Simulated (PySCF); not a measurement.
2,3-dihydrobenzo[b]thiophene, C8H8S.
Bonds: C1–C2 (aromatic), C2–C3 (aromatic), C3–C4 (aromatic), C4–C5 (aromatic), C5–C6 (aromatic), C5–C7, C7–C8, C8–S9, C1–C6 (aromatic), C4–S9. Hydrogens: H10 on C1; H11 on C2; H12 on C3; H13 on C6; H14, H15 on C7; H16, H17 on C8.

The closed-shell ground state was solved at several levels (PySCF, density fitting, gas phase, non-relativistic). The structure is a single PBE0-D3(BJ)/def2-SVP conformer in the gas phase; no vibrational or solvent corrections.

| level | basis functions | total energy (Eh) | HOMO (eV) | LUMO (eV) | gap (eV) | dipole (D) |
| --- | --- | --- | --- | --- | --- | --- |
| PBE0/pcSseg-1 | 200 | -707.3001 | -5.99 | -0.35 | 5.64 | 1.68 |
| KT2/pcSseg-1 | 200 | -716.5404 | -5.02 | -1.21 | 3.81 | 1.59 |

(1) Estimate the row for PBE0/def2-SVPD, a basis of 251 functions; the other rows only guide the guess.

(2) Over all these levels, which gives the widest orbital gap and which the narrowest?

(3) How far do the dipole and the HOMO energy spread over the levels?

Results:

(1) Total energy -707.0350 Eh, HOMO -5.98 eV, LUMO -0.42 eV, gap 5.56 eV, dipole 1.70 D.

(2) PBE0/pcSseg-1 (global hybrid, 25 % exact exchange) has the widest, 5.64 eV, and KT2/pcSseg-1 (GGA) the narrowest, 3.81 eV. The two share the basis. From the narrowest to the widest the HOMO moves by -0.97 eV and the LUMO by +0.86 eV.

(3) The dipole runs from 1.59 to 1.70 D (mean 1.66 D) and the HOMO from -5.99 to -5.02 eV.
